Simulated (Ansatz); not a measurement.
`C[Si@@H]1[SiH2][Si@@H]1Cl` + `N[SiH2]C(O)F` → `C[SiH]1[SiH2][SiH2]1` + `N[Si@@H](Cl)[C@H](O)F`  (redistribution)

Computed with Ansatz on PBE0-D4/def2-TZVP structures; ΔE is electronic, products minus reactants. CCSD(T)/CBS adds triple-zeta CCSD(T) − MP2 to the extrapolated MP2 energy (def2 sets, frozen cores). DFT in def2-TZVPP. One conformer a species, not always the lowest.

| level | ΔE (kJ/mol) |
| --- | --- |
| ωB97X-V | -22.2 |
| HF/def2-QZVPP | -29.0 |
| HF/CBS(def2) | -29.0 |
| CCSD/CBS(def2) | -23.5 |

(1) What does CCSD(T)/CBS give? (An estimate is asked.)

Largest T1 diagnostic among the species: 0.014.

Answers

(1) Computed: -21.9 kJ/mol. The listed levels differ from it by -0.3, -7.1, -7.1, -1.6 kJ/mol.

In def2-TZVPP, CCSD(T) changes the Hartree–Fock value by +6.5 kJ/mol (the triples alone add +1.6 kJ/mol) and MP2 by +7.3 kJ/mol. From PBE to PBE0 (25 % exact exchange), in def2-TZVPP and without D4, ΔE moves by −3.9 kJ/mol.
